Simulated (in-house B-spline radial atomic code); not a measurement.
Checks on a self-consistent run for Kr VII (Kr6+), [Ar] 3d10 4s2. Method: Dirac-Hartree-Fock, average of configuration, Fermi nucleus of rms radius 4.1884 fm. Calculated with a radial B-spline atomic code at the basis-set limit.

| orbital | q | ε (Eh) | <1/r> | <r²> | small-component weight |
| --- | --- | --- | --- | --- | --- |
| 1s1/2 | 2 | -533.21002 | 36.7701 | 0.00231652 | 0.017074 |
| 2s1/2 | 2 | -75.53595 | 8.25918 | 0.0394007 | 0.003419 |
| 2p1/2 | 2 | -68.33276 | 8.19155 | 0.0303967 | 0.0033854 |
| 2p3/2 | 4 | -66.33608 | 7.91064 | 0.031808 | 0.0033033 |
| 3s1/2 | 2 | -14.61047 | 2.729 | 0.316917 | 0.00083833 |
| 3p1/2 | 2 | -11.98923 | 2.60458 | 0.328418 | 0.00078068 |
| 3p3/2 | 4 | -11.68091 | 2.54061 | 0.340189 | 0.00076049 |
| 3d3/2 | 4 | -7.15879 | 2.30299 | 0.358784 | 0.00064502 |
| 3d5/2 | 6 | -7.10759 | 2.28577 | 0.363453 | 0.00063873 |
| 4s1/2 | 2 | -3.94062 | 0.95846 | 2.14602 | 0.00016794 |

Electron-electron repulsion V_ee = 980.6564 hartree.

**Question.** What total energy follows from the eigenvalues?

**Answer.** The eigenvalues count the repulsion twice, so E = Σqε - V_ee = -1798.587 - 980.656 = -2779.243 hartree; the run printed -2779.243.

**Question.** Does the Dirac virial theorem hold?

**Answer.** For a point nucleus E = -2c²Σq·w, with w the small-component weight. Here Σq·w = 0.073998 and c = 137.0360, so the ratio E/(-2c²Σq·w) is 1.000017; the finite nucleus accounts for the departure from 1.

**Question.** What diamagnetic shielding (Lamb formula) and susceptibility (Langevin formula) do the radii give?

**Answer.** σ = (α²/3)Σq<1/r> = 183.757/(3·137.036²) = 3261.8 ppm, and χ = -0.79199×10⁻⁶·Σq<r²> = -8.578×10⁻⁶ cm³/mol with Σq<r²> = 10.831 bohr². Both are non-relativistic formulas without the paramagnetism of open shells.
